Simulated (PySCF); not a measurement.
SMILES Cl[SiH](Cl)[SiH2]B(O)O at its PBE0/def2-SVP optimised geometry (Å):

```
12

Si    -0.4380    -0.9930     0.0000
Cl    -1.0502    -1.8788    -1.7691
Cl    -1.0495     0.9930     0.0000
Si    -1.4371    -2.0023     1.8556
B     -1.0111    -0.8274     3.4679
O      0.3028    -0.6339     3.7320
O     -1.9361    -0.2068     4.2479
H      1.0495    -0.9930     0.0000
H     -0.8978    -3.3928     1.9859
H     -2.9056    -2.0853     1.5644
H      0.4354    -0.0379     4.4819
H     -2.8459    -0.3755     3.9871
```

Level of theory: PBE0/def2-TZVP (PySCF 2.14.0).

Map of the Laplacian of the electron density (e/bohr⁵) on the plane z = 1.2 Å:

```
|1111111111111111111111111111111|
|1111111111111111111111111111111|
|1111111111111111111111111111111|
|1111111111111111111111111111111|
|1111111111111111111111111111111|
|1111111111111111111111111111111|
|1111111111111111111111111111111|
|1111111111111111111111111111111|
|1111111111111111111111111111111|
|1111111111111111111111111111111|
|1111111112222111111111111111111|
|1111111112222111111111111111111|
|1111111111221111111111111111111|
|1111111111111111111111111111111|
|1111111111111111111111111111111|
|1111111111111111111111111111111|
|1111111111111111111111111111111|
|1111111111111111111111111111111|
|1111111111111111111111111111111|
|1111111111111111111111111111111|
|1111111111000111111111111111111|
|1111111110000111111111111111111|
|1111111122100111111111111111111|
|1111011268400111111111111111111|
|1110001279511111111111111111111|
|1111111244211111111111111111111|
|1111111122111111111111111111111|
|1111111111111111111111111111111|
|1111111111111111111111111111111|
|1111111111111111111111111111111|
|1111111111111111111111111111111|
```
Scale: ten equal steps from -0.152 (start of '0') to 0.966 (end of '9'), in the order '0123456789'; x runs from -3.50 to 3.50, y from -3.50 (bottom) to 3.50 (top).
